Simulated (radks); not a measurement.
The numbers below are computed, except where a source is named.
Species: Ru. Configuration: [Kr] 4d(up 5, down 2) 5s(up 0.5, down 0.5) (fractional occupations, a model configuration). Code: a radial shooting solver on a logarithmic mesh with Libxc functionals. Model: non-relativistic Kohn-Sham, LDA (Slater exchange, Perdew-Wang correlation), spin-polarised, spherical densities, point nucleus; relativity is left out, which matters for an element this heavy.

Normalised radial functions P(r) = r R(r), r in bohr:

```
   r/bohr * 4p up, o 4d up, + 4d down (the largest magnitude, 1.06, reaches the edge; | marks zero, & curves that meet)
 0.001628                             &
 0.001836                             &
 0.002053                             &
 0.002315                             &
  0.00261                             &
 0.002919                             &
 0.003292                             &
 0.003711                             &
 0.004151                             &
  0.00468                             &
 0.005277                             &
 0.005902                             &
 0.006655                             &
 0.007503                             &
 0.008393                             &*
 0.009463                             &*
  0.01067                             &*
  0.01193                             &*
  0.01346                             &*
  0.01505                             & *
  0.01697                             & *
  0.01913                             & *
   0.0214                             &  *
  0.02413                             &  *
   0.0272                             &   *
  0.03043                             &    *
  0.03431                             &    *
  0.03868                             |&    *
  0.04327                             |&     *
  0.04878                             |&      *
    0.055                             |&      *
  0.06152                             | &      *
  0.06936                             | &      *
  0.07821                             |  &     *
  0.08748                             |  &     *
  0.09863                             |   &   *
   0.1112                             |    & *
   0.1244                             |    *&
   0.1402                             | *    &
   0.1581                            *|       &
   0.1769                         *   |        &
   0.1994                      *      |        +o
   0.2248                  *          |         &
   0.2515                *            |         &
   0.2835               *             |         &
   0.3197               *             |       +o
   0.3576                *            |      &
   0.4032                    *        |    &
   0.4546                         *   | &
   0.5084                           & |*
   0.5733                        &    |       *
   0.6464                    &        |              *
    0.723                o+           |                   *
   0.8151             &               |                       *
   0.9191           &                 |                          *
    1.028         &                   |                          *
    1.159        o+                   |                         *
    1.296        o+                   |                      *
    1.462         o+                  |                  *
    1.648           &                 |              *
    1.843             &               |          *
    2.078               &             |       *
    2.343                 &           |    *
    2.621                   &         |  *
    2.955                     &       | *
    3.332                      +o     |*
    3.727                        &    *
    4.202                         +o  *
    4.738                          +o *
    5.299                           & *
    5.975                            &*
    6.737                            &*
    7.535                            +&
    8.496                             &
    9.579                             &
    10.71                             &
    12.08                             &
```

4p up: eigenvalue -46.128 eV, 2 radial nodes at r = 0.154, 0.495 bohr, <r> = 1.14 bohr, 90 % of the charge inside 1.69 bohr. 4d up: eigenvalue -6.431 eV, 1 radial node at r = 0.482 bohr, <r> = 1.66 bohr, 90 % of the charge inside 2.71 bohr. 4d down: eigenvalue -4.749 eV, 1 radial node at r = 0.482 bohr, <r> = 1.72 bohr, 90 % of the charge inside 2.87 bohr.
